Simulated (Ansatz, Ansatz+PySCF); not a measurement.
```xyz
13

C     1.4000    0.0000    0.0000
C     0.7000    1.2124    0.0000
C    -0.7000    1.2124    0.0000
C    -1.4000    0.0000    0.0000
C    -0.7000   -1.2124    0.0000
C     0.7000   -1.2124    0.0000
C     2.8000    0.0000    0.0000
H     3.4000    0.9000    0.0000
H     1.2425    2.1521    0.0000
H    -1.2425    2.1521    0.0000
H    -2.4850    0.0000    0.0000
H    -1.2425   -2.1521    0.0000
H     1.2425   -2.1521    0.0000
```

Basis set: def2-SVP (spherical functions). Charge 0, multiplicity 3.

Computed with Ansatz (development build ahead of 0.2.0); each method stands on the lowest determinant of its kind that the runs found. Restricted functionals stand beside restricted open-shell atoms, which can lie above the unrestricted atoms usual in DFT and then raise those values.

Problem. Give the atomization energy at this shape (free ground-state atoms in the same class of orbitals less the molecule, no zero-point energy) of triplet C₇H₆ by ωB97X (unrestricted), PBE0 (unrestricted), PBE0 (restricted open-shell), UHF, ROHF.

Solution.

| method | atomization energy |
| --- | --- |
| ωB97X (unrestricted) | 6139.6 kJ/mol |
| PBE0 (unrestricted) | 6257.9 kJ/mol |
| PBE0 (restricted open-shell) | 6275.3 kJ/mol |
| UHF | 4700.8 kJ/mol |
| ROHF | 4704.6 kJ/mol |

Caution: other spin multiplicities may lie lower. Caution for UHF: the unrestricted determinant is spin contaminated. Caution for ROHF: an unrestricted determinant lies well below.

The shape needn't be a minimum at these levels.
